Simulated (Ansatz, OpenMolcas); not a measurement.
# Exact exchange and the vertical ionisation energy of CH3BF3Ge+

The species is CH3BF3Ge+ (9 atoms), meant as a singlet with charge +1. SMILES: `[CH3][Ge+]([F])[B](F)F`. The shape comes from GFN2-xTB, which is rough for such elements, and wasn't checked as a minimum.

The vertical ionisation energy (to the doublet dication) y, in eV, basis def2-SVP; a is the functional's share of exact exchange. Programs: Ansatz 0.2.0, OpenMolcas 26.06.

| functional | program | a | y (eV) |
| --- | --- | --- | --- |
| r2SCAN | OpenMolcas | 0 | 16.78 |
| PBE | Ansatz | 0 | 16.53 |
| B3LYP | OpenMolcas | 0.2 | ? |
| PBE0 | OpenMolcas | 0.25 | 17.02 |
| BHLYP | OpenMolcas | 0.5 | 17.26 |

Question: Fit y = c + s·a to the known rows and predict B3LYP.

Answer: 
1. Means of the 4 rows: a = 0.1875, y = 16.898.
2. Σ(Δa)² = 0.17188, Σ(Δa·Δy) = 0.21188, so the slope is 0.21188/0.17188 = 1.2327.
3. Intercept: 16.898 − (1.2327) × 0.1875 = 16.667. The largest residual of the fit is 0.14.
4. B3LYP: 16.667 + (1.2327) × 0.2 = 16.91 eV.

The run gave 16.94 eV, so the prediction is off by -0.03 eV, within the scatter of the fit. The rows mix families of semi-local functionals, which the line can't see.
